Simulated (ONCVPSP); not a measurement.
# Building the ONCV potential for silicon (PBE, scalar-relativistic).

| Item | Value |
| --- | --- |
| Element | silicon |
| Generator | ONCVPSP 4.0.1 |
| Type | optimised norm-conserving Vanderbilt (ONCV) |
| Functional | PBE |
| Relativity | scalar-relativistic |
| Frozen core | [Ne] |
| Valence charge | 4 |
| Reference configuration | 3s2 (charge +2) |
| Partial waves | 3s: rc 1.35 bohr, ncon 4, nbas 7, qcut 4 1/bohr, 2 projectors, debl 3.9 Ha; p scattering state at 0.09 Ha: rc 1.10 bohr, ncon 3, nbas 8, qcut 9 1/bohr, 2 projectors, debl 2.8 Ha |
| Local potential | polynomial inside 1.00 bohr (lpopt 5, dvloc0 6 Ha) |
| Core correction | none |

All-electron outer shells of the reference configuration (PBE, scalar-relativistic, ld1.x):

```csv
shell,level (eV),outermost node (bohr),outermost maximum (bohr)
2p,-116.91,–,0.39
3s,-28.54,0.71,1.69
```

**Question.** Does the generator finish with these settings?

**Answer.** Yes, a potential is produced and its reference levels are reproduced.

**Question.** Estimate the cutoffs (Ha) at which the residual kinetic energy of the hardest occupied pseudo-wave falls to 1 and 0.1 mHa per electron.

**Answer.** 47 Ha and 67 Ha.

**Question.** Does the potential have ghost states?

**Answer.** Ghosts flagged at negative energy: p at -87.2 eV; GHOST(+) flags only above 600 eV. A true bound ghost makes a file unfit for plane-wave use.

**Question.** Tests: 3s2 3p2; 3s2 3p1; 3s1; 3s2 3p1.5. Which has the largest error in its energy relative to the reference configuration, and how large is it?

**Answer.** 3s2 3p2, with +68 meV (all-electron minus pseudo) on -23.73 eV.
